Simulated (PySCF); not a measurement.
# How methods differ on the excitation energy of Ne(2+)

Ne(2+) [He] 2s2 2p4 (3P) → Ne(2+) [He] 2s1 2p5 (3P), as a difference of total energies. All numbers are calculated (PySCF 2.14, scalar relativity by spin-free X2C-1e, in aug-cc-pVDZ-DK). Correlated levels: valence: 1s2 frozen. The calculations carry no spin-orbit coupling.

| method | excitation energy (cm⁻¹) |
| --- | --- |
| UHF | 216650 |
| MP2 (valence) | 209370 |
| SCS-MP2 (valence) | 208570 |
| CCSD (valence) | 207170 |
| CCSD(T) (valence) | 206930 |
| CCSDT (valence) | 206890 |
